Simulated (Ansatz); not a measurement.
Geometry optimisation, Ansatz, RKS B3LYP/6-31G.

Input file:

```yaml
crystal:
  periodic: [false, false, false]
  atoms:
    - { symbol: Si, position_ang: [0.0, 0.0, 0.0] }
    - { symbol: O, position_ang: [0.0, 0.0, 1.68] }
    - { symbol: C, position_ang: [-1.1112, -0.3437, 2.4945] }
    - { symbol: H, position_ang: [-1.814, -0.9775, 1.9143] }
    - { symbol: H, position_ang: [-0.7584, -0.9037, 3.3856] }
    - { symbol: H, position_ang: [-1.6313, 0.5809, 2.8212] }
    - { symbol: "N", position_ang: [1.7163, 0.0, -0.6061] }
    - { symbol: H, position_ang: [2.2145, -0.918, -0.7868] }
    - { symbol: H, position_ang: [2.2175, 0.918, -0.7783] }
    - { symbol: "N", position_ang: [-0.8572, 1.4851, -0.6061] }
    - { symbol: H, position_ang: [-1.8773, 1.43, -0.8888] }
    - { symbol: H, position_ang: [-0.3367, 2.4058, -0.6766] }
    - { symbol: "N", position_ang: [-0.8572, -1.4851, -0.6061] }
    - { symbol: H, position_ang: [-1.3922, -2.1014, 0.0704] }
    - { symbol: H, position_ang: [-0.8219, -1.7344, -1.6357] }
basis:
  gaussian: { orbitals: "6-31G" }
hamiltonian:
  xc: b3lyp
relax:
  f_tol: 0.02
  max_steps: 40
output:
  orbitals: {}
```

Launched with:

```bash
$ ansatz run input.yaml --threads 1 --pin off --max-ram 2048MiB --backend cpu --events-out ev --progress --plain --runs-dir out
```

Task: Where does it end, and by what steps?

Result: The run converged. Limits of this set-up: no polarisation functions. After 11 steps the energy has fallen by 0.924 eV; H8 moved furthest, 1.30 Å.

```
step  energy less start (eV)  largest force component (eV/Å)  accepted
   0                  0.0000                           2.895       yes
   1                 -0.6158                           1.575       yes
   2                 -0.7425                           0.261       yes
   3                 -0.7830                           0.349       yes
   4                 -0.7928                           0.797       yes
   5                 -0.8392                           0.318       yes
   6                 -0.8741                           0.239       yes
   7                 -0.8745                           0.861       yes
   8                 -0.9132                           0.140       yes
   9                 -0.9223                           0.057       yes
  10                 -0.9149                           0.277        no
  11                 -0.9239                           0.015       yes
```

```xyz
15
Properties=species:S:1:pos:R:3
Si -0.021 -0.040 -0.086
O 0.063 -0.313 1.619
C -1.063 -0.431 2.510
H -1.790 -1.175 2.156
H -0.679 -0.744 3.484
H -1.579 0.532 2.627
N 1.685 0.079 -0.430
H 2.367 -0.175 0.267
H 2.057 0.319 -1.335
N -0.768 1.405 -0.725
H -1.757 1.483 -0.906
H -0.257 2.273 -0.786
N -1.035 -1.332 -0.708
H -1.034 -2.257 -0.304
H -1.499 -1.269 -1.601
```

Whether the end is a true minimum wasn't checked by a vibrational analysis.

Time of the run: 79 s on 1 thread of Arm Neoverse V2, on a shared host, peak memory 0.18 GiB.
